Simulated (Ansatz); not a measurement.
Several settings on one geometry of the cluster Rb2H (the lowest doublet isomer of a short search) (that of the charge 0 doublet, B3LYP-D4/def2-TZVP). Ansatz on 4 threads of Intel Xeon on a shared host; times are rough.

```xyz
3

Rb    2.083   -0.596   -0.312
Rb   -1.776    0.340    1.235
H    -0.307    0.256   -0.923
```

Totals from different functionals, basis sets or treatments of relativity can't be compared as stabilities.

In the def2 sets Rb takes a core potential; there is no spin–orbit coupling.

**Question.** Give the basis size and estimate the energy, ⟨S²⟩, dipole and time of these runs.

| run | method | charge | state | further keys |
| --- | --- | --- | --- | --- |
| 1 | UKS PBE0/def2-mTZVPP | 0 | doublet | final_grid: {core_spheres: 5, valence_spheres: 4, degree: 11}; scf: {lower_state_search: full} |
| 2 | UKS LDA (SPW92)/def2-SVPD | 0 | doublet | final_grid: {core_spheres: 8, valence_spheres: 7, degree: 23}; forces asked |
| 3 | UKS ωPBEh/def2-TZVP | 0 | doublet | point_charges: [{charge: 1.00, position_ang: [5.876, 0.065, 0.426]}]; scf: {lower_state_search: light}; forces asked |

**Answer.** 
```json
{"run": "1", "functions": "71", "energy (Eh)": "-48.7458", "⟨S²⟩": "0.75", "dipole (D)": "–", "wall time": "9.5 s"}
{"run": "2", "functions": "62", "energy (Eh)": "-48.5465", "⟨S²⟩": "0.75", "dipole (D)": "0.34", "wall time": "2.6 s"}
{"run": "3", "functions": "72", "energy (Eh)": "-48.8393", "⟨S²⟩": "0.75", "dipole (D)": "20.93", "wall time": "3.1 s"}
```
